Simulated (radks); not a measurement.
The numbers below are computed, except where a source is named.
Q: Neutral iridium: order these configurations by energy. Level of theory: Dirac Kohn-Sham, BLYP, spin-unpolarised, spherical densities, finite nucleus; Fermi nuclear charge, rms radius of each element as measured or else 0.836 A^(1/3) + 0.57 fm (a radial shooting solver on a logarithmic mesh with Libxc functionals). Sub-shells are occupied by j as written (lower j first in brackets). [Xe] 4f14 5d(3/2: 4, 5/2: 2) 6s2 6p(1/2: 1, 3/2: 0); [Xe] 4f14 5d(3/2: 4, 5/2: 3) 6s1 6p(1/2: 1, 3/2: 0); [Xe] 4f14 5d(3/2: 4, 5/2: 3) 6s2; [Xe] 4f14 5d(3/2: 4, 5/2: 4) 6s1.

A: From the lowest, in eV above it: [Xe] 4f14 5d(3/2: 4, 5/2: 3) 6s2 0.000; [Xe] 4f14 5d(3/2: 4, 5/2: 4) 6s1 0.285; [Xe] 4f14 5d(3/2: 4, 5/2: 3) 6s1 6p(1/2: 1, 3/2: 0) 4.741; [Xe] 4f14 5d(3/2: 4, 5/2: 2) 6s2 6p(1/2: 1, 3/2: 0) 5.800.
